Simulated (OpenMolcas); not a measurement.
**Multiconfigurational calculation on Nb+**

Input:

```
&GATEWAY
Coord
1

Nb 0.0 0.0 0.0
Basis=ANO-R1
Group=XYZ
NoMove
AngMom=0.0 0.0 0.0
AMFI
&SEWARD
&RASSCF
FileOrb=start.orb
Symmetry=1
Spin=5
nActEl=4 0 0
Inactive=9 9
Ras2=5 0
CIRoot=5 5 1
SDav=5
CIMx=300
Iter=120 100
PrWF=0.3
OrbListing=Nothing
MaxOrb=0
Atom
>>> COPY $Project.JobIph JOB001
&RASSCF
FileOrb=start.orb
Symmetry=1
Spin=3
nActEl=4 0 0
Inactive=9 9
Ras2=5 0
CIRoot=45 45 1
SDav=45
CIMx=300
Iter=120 100
PrWF=0.3
OrbListing=Nothing
MaxOrb=0
Atom
>>> COPY $Project.JobIph JOB002
&RASSCF
FileOrb=start.orb
Symmetry=1
Spin=1
nActEl=4 0 0
Inactive=9 9
Ras2=5 0
CIRoot=50 50 1
SDav=50
CIMx=300
Iter=120 100
PrWF=0.3
OrbListing=Nothing
MaxOrb=0
Atom
>>> COPY $Project.JobIph JOB003
&RASSI
NrOfJobIphs=3 5 45 49
1 2 3 4 5
1 2 3 4 5 6 7 8 9 10 11 12 13 14 15 16 17 18 19 20 21 22 23 24 25 26 27
28 29 30 31 32 33 34 35 36 37 38 39 40 41 42 43 44 45
1 2 3 4 5 6 7 8 9 10 11 12 13 14 15 16 17 18 19 20 21 22 23 24 25 26 27
28 29 30 31 32 33 34 35 36 37 38 39 40 41 42 43 44 45 46 47 48 49
IphNames
JOB001
JOB002
JOB003
EJob
SpinOrbit
DIPRint=1.0
SOCoupling=1000.0
Subsets=2
MEES
Property=10
'ANGMOM' 1 'ANGMOM' 2 'ANGMOM' 3 'MLTPL  1' 1 'MLTPL  1' 2 'MLTPL  1' 3
'AMFI' 1 'AMFI' 2 'AMFI' 3 'MLTPL  2' 6
SOProperty=3
'ANGMOM' 1 'ANGMOM' 2 'ANGMOM' 3
```

Launched by
```bash
OMP_NUM_THREADS=1 MOLCAS_MEM=1689 MOLCAS_PROJECT=a pymolcas a.inp > a.log  # once for each step of the input, in one work folder
```

A driver script runs the steps one by one and writes start.orb anew before each from the orbitals found so far.

Output, cut to the results:

```
--- SEWARD ---
Basis set label: NB.ANO-R...6S4P3D1F.

      Electronic valence basis set:
      ------------------
      Associated Effective Charge  41.000000 au
      Associated Actual Charge     41.000000 au
      Nuclear Model: Finite nucleus - Gaussian distribution
        Gaussian exponent, Xi/bohr**(-2):  2.21204E+08

      Shell  nPrim  nBasis  Cartesian Spherical Contaminant
         s      23       6        X
         p      15       4        X
         d      12       3                 X
         f       6       1                 X
                  Relativistic X2C integrals
                  Atomic mean-field integrals
--- RASSCF ---
Wave function specifications:
      -----------------------------

      Number of closed shell electrons          36
      Number of electrons in active shells       4
      Max number of holes in RAS1 space          0
      Max nr of electrons in RAS3 space          0
      Number of inactive orbitals               18
      Number of active orbitals                  5
      Number of secondary orbitals              17
      Spin quantum number                      2.0
      State symmetry                             1
Orbital specifications:
      -----------------------

      Symmetry species                           1   2
                                                ag  au
      Frozen orbitals                            0   0
      Inactive orbitals                          9   9
      Active orbitals                            5   0
      RAS1 orbitals                              0   0
      RAS2 orbitals                              5   0
      RAS3 orbitals                              0   0
      Secondary orbitals                         7  10
      Deleted orbitals                           0   0
      Number of basis functions                 21  19
      Number of CSFs                             5
      Number of root(s) required                 5
      Iter CI   SX   CI       RASSCF       Energy    max ROT     max BLB   max BLB  Level Ln srch  Step   QN
          iter iter root      energy       change     param      element    value   shift minimum  type update
 Nr of preliminary CI iterations:   1
      Total energies have been shifted. Add                -3000.00 au
        1   1    5    0  -817.04767172    0.00E+00   1.52E-02    9  16 1  2.62E-02*  0.00   0.00    SX    NO
        2   1    5    0  -817.04821012   -5.38E-04*  8.95E-03    9  12 2  8.15E-03*  0.00   0.00    SX    NO
        3   1    4    0  -817.04835450   -1.44E-04*  4.58E-03    8  11 2 -4.83E-03*  0.00   0.00    SX    NO
        4   1    4    0  -817.04839478   -4.03E-05*  2.50E-03    8  11 2  2.48E-03*  0.00   0.00    SX    NO
        5   1    4    0  -817.04840650   -1.17E-05*  8.65E-04    7  10 2 -1.36E-03*  0.00   0.65    QN   YES
        6   1    3    0  -817.04841122   -4.72E-06*  1.85E-06    8  11 2 -8.46E-06   0.00   1.00    QN   YES
        7   1    2    0  -817.04841122   -7.05E-11   3.30E-07    9  15 1 -9.60E-07   0.00   1.15    QN   YES
      Convergence after  7 iterations
        8   1    2    0  -817.04841122   -4.55E-12   3.30E-07    7  20 1 -4.77E-08   0.00   1.15    QN   YES
      Natural orbitals and occupation numbers for root  1
      sym 1:   0.000000   1.000000   1.000000   1.000000   1.000000
      Natural orbitals and occupation numbers for root  2
      sym 1:   1.000000   1.000000   0.000000   1.000000   1.000000
      Natural orbitals and occupation numbers for root  3
      sym 1:   1.000000   1.000000   1.000000   0.000000   1.000000
::    RASSCF root number  1 Total energy:  -3817.04841122
::    RASSCF root number  2 Total energy:  -3817.04841122
::    RASSCF root number  3 Total energy:  -3817.04841122
::    RASSCF root number  4 Total energy:  -3817.04841122
::    RASSCF root number  5 Total energy:  -3817.04841122
--- RASSCF ---
Wave function specifications:
      -----------------------------

      Number of closed shell electrons          36
      Number of electrons in active shells       4
      Max number of holes in RAS1 space          0
      Max nr of electrons in RAS3 space          0
      Number of inactive orbitals               18
      Number of active orbitals                  5
      Number of secondary orbitals              17
      Spin quantum number                      1.0
      State symmetry                             1
Orbital specifications:
      -----------------------

...
--- RASSI ---
SPIN-FREE ENERGIES:
  (Shifted by EMIN (a.u.) =      -3817.0484112163)

 SF State       Relative EMIN(au)   Rel lowest level(eV)    D:o, cm**(-1)      L_eff

     1             0.0000000000        0.0000000000              0.0000         2.0
     2             0.0000000000        0.0000000000              0.0000         2.0
     3             0.0000000000        0.0000000000              0.0000         2.0
     4             0.0000000000        0.0000000000              0.0000         2.0
     5             0.0000000000        0.0000000000              0.0000         2.0
     6             0.0574484141        1.5632509840          12608.4695         5.0
     7             0.0574484141        1.5632509840          12608.4695         5.0
     8             0.0574484141        1.5632509840          12608.4695         5.0
     9             0.0574484141        1.5632509840          12608.4695         5.0
    10             0.0574484141        1.5632509840          12608.4695         5.0
    11             0.0574484141        1.5632509840          12608.4695         5.0
    12             0.0574484141        1.5632509840          12608.4695         5.0
    13             0.0574484141        1.5632509840          12608.4695         5.0
    14             0.0574484141        1.5632509840          12608.4695         5.0
    15             0.0574484141        1.5632509840          12608.4695         5.0
    16             0.0574484141        1.5632509840          12608.4695         5.0
    17             0.0644023321        1.7524767349          14134.6781         1.0
    18             0.0644023321        1.7524767349          14134.6781         1.0
    19             0.0644023321        1.7524767349          14134.6781         1.0
    20             0.0659855424        1.7955580808          14482.1526         3.0
    21             0.0659855424        1.7955580808          14482.1526         3.0
...
```

Levels above the lowest, from the spin-orbit matrix, grouped by J:

```tsv
Configuration	Term	J	E (cm-1)	Measured (cm-1)	g	Term weight %	Second
4d4	5D	0	0.0	0.0		99	
4d4	5D	1	137	159	1.501	100	
4d4	5D	2	395	438	1.501	100	
4d4	5D	3	754	801	1.501	100	
4d4	5D	4	1193	1225	1.500	100	
4d4	3H	4	12970		0.809	97	2 3G
4d4	3H	5	13266		1.037	98	2 3G
4d4	3P(1)	0	13507			98	
4d4	3H	6	13569		1.166	99	
4d4	3P(1)	1	14285		1.498	99	
4d4	3F(1)	3	15013		1.032	84	15 3G
4d4	3F(1)	2	15025		0.668	99	
4d4	3F(1)	4	15148		1.219	85	12 3G
4d4	3P(1)	2	15548		1.498	99	
4d4	3G	3	16440		0.802	84	15 3F(1)
4d4	3G	4	16734		1.070	86	12 3F(1)
4d4	3G	5	16935		1.197	98	2 3H
4d4	1I	6	19717		1.001	99	
4d4	3D	3	20937		1.332	99	
4d4	1G(1)	4	20963		1.004	96	2 3F(1)
4d4	3D	2	21033		1.166	97	
4d4	3D	1	21180		0.503	100	
4d4	1S	0	24123			98	
4d4	1D(1)	2	25572		1.003	97
```

Against the 4 measured excited levels shown (NIST Handbook of Basic Atomic Spectroscopic Data) the mean absolute deviation is 36 cm-1; the largest miss in energy is 4d4 5D3: computed 754, measured 801 cm-1 (-6.0 %), and the largest in proportion 4d4 5D1 (-13.8 %).

Some high roots are left out of the spin-orbit mixing, which shifts the levels that they would mix with. Configurations with an s electron lie low at this charge and mix in, so terms can be misplaced. Without dynamic correlation excited terms often stand tens of per cent too high (terms of higher spin than the ground term too low), and those without a measured partner can miss by more than the paired ones. Computed and measured levels are paired by configuration, term and J; levels that our copy of the source lacks, or whose pairing is in doubt (as where it misses far off the trend of its configuration), stay unpaired and out of the deviations. Levels of configurations outside the active space are missing. The first state left out of the spin-orbit step lies near 66000 cm-1 above the lowest spin-free state of the reference (among the parities and spins computed), and the list stops at four fifths of that energy or lower. The table shows the lowest 24 of 33 levels.

The term weight is that of the spin-free term in the level, not the purity of its configuration. A number in round brackets counts repeated terms of one configuration in the order of the reference energies.
